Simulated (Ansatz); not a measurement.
Ansatz (an electronic-structure program) input (B3LYP-D3(BJ)/def2-TZVP):

Ansatz 0.2 input:
```yaml
crystal:
  periodic: [false, false, false]
  atoms:
    - {symbol: Si, position_ang: [-0.39944634, 0.20754497, 0.70030370]}
    - {symbol: F, position_ang: [-1.58505953, -0.57367170, -0.17303181]}
    - {symbol: F, position_ang: [-0.41851597, 1.63403646, -0.16193260]}
    - {symbol: Cl, position_ang: [1.38967225, -0.73228897, -0.39938659]}
basis:
  gaussian:
    orbitals: def2-TZVP
hamiltonian:
  xc: b3lyp
  dispersion: d3bj
total_charge: -1
phonons: {temperatures: {t_min: 298.15, t_max: 298.15, t_step: 100}}
```

Output:

```
Functional definition: B3LYP
integrals: 0.05 GiB planned
836 factors; their error is unknown
mean field: 0.46 GiB planned
mean field evaluation 1: about -25843.6559 eV, gradient 1.1e1 eV
mean field evaluation 2: about -25843.6636 eV, gradient 1.1e1 eV
mean field evaluation 4: about -25843.9652 eV, gradient 5.4e-1 eV
mean field evaluation 8: about -25844.0386 eV, gradient 2.1e-2 eV
mean field evaluation 16: about -25844.0386 eV, gradient 8.7e-6 eV
mean field -25844.03860396 eV, -949.7509009769 hartree, gradient 8.7e-6 eV, S^2 0.000000; 0 other end points of the search recorded, 0 dependent functions left out
the calculation of the forces begins
reference -25844.03880414 eV, -949.7509083333 hartree; 25, 25 occupied and 111, 111 virtual orbitals, 836 factors
these checks for a lower state are left out or cut short: stability, starts, cluster_reference, orbital_swaps, neighbouring_geometries, increment
integrals: 0.05 GiB planned
836 factors; their error is unknown
mean field: 0.46 GiB planned
mean field -25844.03855975 eV, -949.7508993522 hartree, gradient 8.5e-7 eV, S^2 0.000000; 0 other end points of the search recorded, 0 dependent functions left out
the calculation of the forces begins
reference -25844.03875993 eV, -949.7509067087 hartree; 25, 25 occupied and 111, 111 virtual orbitals, 836 factors
these checks for a lower state are left out or cut short: stability, starts, cluster_reference, orbital_swaps, neighbouring_geometries, increment
integrals: 0.05 GiB planned
836 factors; their error is unknown
mean field: 0.46 GiB planned
mean field -25844.03857241 eV, -949.7508998175 hartree, gradient 2.9e-6 eV, S^2 0.000000; 0 other end points of the search recorded, 0 dependent functions left out
the calculation of the forces begins
reference -25844.03877258 eV, -949.7509071738 hartree; 25, 25 occupied and 111, 111 virtual orbitals, 836 factors
these checks for a lower state are left out or cut short: stability, starts, cluster_reference, orbital_swaps, neighbouring_geometries, increment
integrals: 0.05 GiB planned
836 factors; their error is unknown
mean field: 0.46 GiB planned
mean field evaluation 32: about -25844.0385 eV, gradient 1.6e-1 eV
mean field -25844.03852875 eV, -949.7508982131 hartree, gradient 9.5e-7 eV, S^2 0.000000; 0 other end points of the search recorded, 0 dependent functions left out
the calculation of the forces begins
reference -25844.03872891 eV, -949.7509055687 hartree; 25, 25 occupied and 111, 111 virtual orbitals, 836 factors
these checks for a lower state are left out or cut short: stability, starts, cluster_reference, orbital_swaps, neighbouring_geometries, increment
integrals: 0.05 GiB planned
836 factors; their error is unknown
mean field: 0.46 GiB planned
mean field -25844.03853583 eV, -949.7508984734 hartree, gradient 1.7e-6 eV, S^2 0.000000; 0 other end points of the search recorded, 0 dependent functions left out
the calculation of the forces begins
reference -25844.03873603 eV, -949.7509058306 hartree; 25, 25 occupied and 111, 111 virtual orbitals, 836 factors
these checks for a lower state are left out or cut short: stability, starts, cluster_reference, orbital_swaps, neighbouring_geometries, increment
integrals: 0.05 GiB planned
836 factors; their error is unknown
mean field: 0.46 GiB planned
mean field -25844.03854162 eV, -949.7508986862 hartree, gradient 1.7e-6 eV, S^2 0.000000; 0 other end points of the search recorded, 0 dependent functions left out
the calculation of the forces begins
reference -25844.03874180 eV, -949.7509060426 hartree; 25, 25 occupied and 111, 111 virtual orbitals, 836 factors
these checks for a lower state are left out or cut short: stability, starts, cluster_reference, orbital_swaps, neighbouring_geometries, increment
integrals: 0.05 GiB planned
836 factors; their error is unknown
mean field: 0.46 GiB planned
mean field -25844.03859329 eV, -949.7509005850 hartree, gradient 1.8e-6 eV, S^2 0.000000; 0 other end points of the search recorded, 0 dependent functions left out
the calculation of the forces begins
reference -25844.03879347 eV, -949.7509079414 hartree; 25, 25 occupied and 111, 111 virtual orbitals, 836 factors
these checks for a lower state are left out or cut short: stability, starts, cluster_reference, orbital_swaps, neighbouring_geometries, increment
integrals: 0.05 GiB planned
836 factors; their error is unknown
mean field: 0.46 GiB planned
mean field -25844.03857860 eV, -949.7509000450 hartree, gradient 1.6e-6 eV, S^2 0.000000; 0 other end points of the search recorded, 0 dependent functions left out
the calculation of the forces begins
reference -25844.03877878 eV, -949.7509074014 hartree; 25, 25 occupied and 111, 111 virtual orbitals, 836 factors
these checks for a lower state are left out or cut short: stability, starts, cluster_reference, orbital_swaps, neighbouring_geometries, increment
integrals: 0.05 GiB planned
836 factors; their error is unknown
mean field: 0.46 GiB planned
mean field evaluation 64: about -25844.0386 eV, gradient 3.0e-5 eV
mean field -25844.03858700 eV, -949.7509003538 hartree, gradient 1.3e-6 eV, S^2 0.000000; 0 other end points of the search recorded, 0 dependent functions left out
the calculation of the forces begins
reference -25844.03878718 eV, -949.7509077101 hartree; 25, 25 occupied and 111, 111 virtual orbitals, 836 factors
these checks for a lower state are left out or cut short: stability, starts, cluster_reference, orbital_swaps, neighbouring_geometries, increment
integrals: 0.05 GiB planned
836 factors; their error is unknown
mean field: 0.46 GiB planned
mean field -25844.03858291 eV, -949.7509002035 hartree, gradient 1.6e-6 eV, S^2 0.000000; 0 other end points of the search recorded, 0 dependent functions left out
the calculation of the forces begins
reference -25844.03878308 eV, -949.7509075594 hartree; 25, 25 occupied and 111, 111 virtual orbitals, 836 factors
these checks for a lower state are left out or cut short: stability, starts, cluster_reference, orbital_swaps, neighbouring_geometries, increment
integrals: 0.05 GiB planned
836 factors; their error is unknown
mean field: 0.46 GiB planned
mean field -25844.03858046 eV, -949.7509001132 hartree, gradient 1.3e-6 eV, S^2 0.000000; 0 other end points of the search recorded, 0 dependent functions left out
the calculation of the forces begins
reference -25844.03878065 eV, -949.7509074700 hartree; 25, 25 occupied and 111, 111 virtual orbitals, 836 factors
these checks for a lower state are left out or cut short: stability, starts, cluster_reference, orbital_swaps, neighbouring_geometries, increment
integrals: 0.05 GiB planned
836 factors; their error is unknown
mean field: 0.46 GiB planned
mean field -25844.03863700 eV, -949.7509021911 hartree, gradient 2.0e-6 eV, S^2 0.000000; 0 other end points of the search recorded, 0 dependent functions left out
the calculation of the forces begins
reference -25844.03883717 eV, -949.7509095474 hartree; 25, 25 occupied and 111, 111 virtual orbitals, 836 factors
these checks for a lower state are left out or cut short: stability, starts, cluster_reference, orbital_swaps, neighbouring_geometries, increment
integrals: 0.05 GiB planned
836 factors; their error is unknown
mean field: 0.46 GiB planned
mean field -25844.03854117 eV, -949.7508986696 hartree, gradient 2.1e-6 eV, S^2 0.000000; 0 other end points of the search recorded, 0 dependent functions left out
the calculation of the forces begins
reference -25844.03874135 eV, -949.7509060261 hartree; 25, 25 occupied and 111, 111 virtual orbitals, 836 factors
these checks for a lower state are left out or cut short: stability, starts, cluster_reference, orbital_swaps, neighbouring_geometries, increment
integrals: 0.05 GiB planned
836 factors; their error is unknown
mean field: 0.46 GiB planned
mean field evaluation 96: about -25844.0386 eV, gradient 1.0e-5 eV
mean field -25844.03860463 eV, -949.7509010015 hartree, gradient 1.5e-6 eV, S^2 0.000000; 0 other end points of the search recorded, 0 dependent functions left out
the calculation of the forces begins
reference -25844.03880481 eV, -949.7509083580 hartree; 25, 25 occupied and 111, 111 virtual orbitals, 836 factors
these checks for a lower state are left out or cut short: stability, starts, cluster_reference, orbital_swaps, neighbouring_geometries, increment
integrals: 0.05 GiB planned
836 factors; their error is unknown
mean field: 0.46 GiB planned
mean field -25844.03859431 eV, -949.7509006224 hartree, gradient 1.6e-6 eV, S^2 0.000000; 0 other end points of the search recorded, 0 dependent functions left out
the calculation of the forces begins
reference -25844.03879449 eV, -949.7509079787 hartree; 25, 25 occupied and 111, 111 virtual orbitals, 836 factors
Total energy: -25844.18685811 eV, -949.7563492164 hartree
Atom 0 at    -0.399446     0.207545     0.700304 Å, force    -0.000187     0.000097     0.000342 eV/Å
Atom 1 at    -1.585060    -0.573672    -0.173032 Å, force     0.000194     0.000163    -0.000092 eV/Å
Atom 2 at    -0.418516     1.634036    -0.161933 Å, force    -0.000025    -0.000251    -0.000094 eV/Å
Atom 3 at     1.389672    -0.732289    -0.399387 Å, force     0.000018    -0.000009    -0.000156 eV/Å
Dipole moment:    -0.077623     0.041167    -0.030123 e Å
Vibrations: 187.32 211.33 320.17 376.59 707.42 726.95 cm⁻¹, zero-point energy 0.156826 eV
```
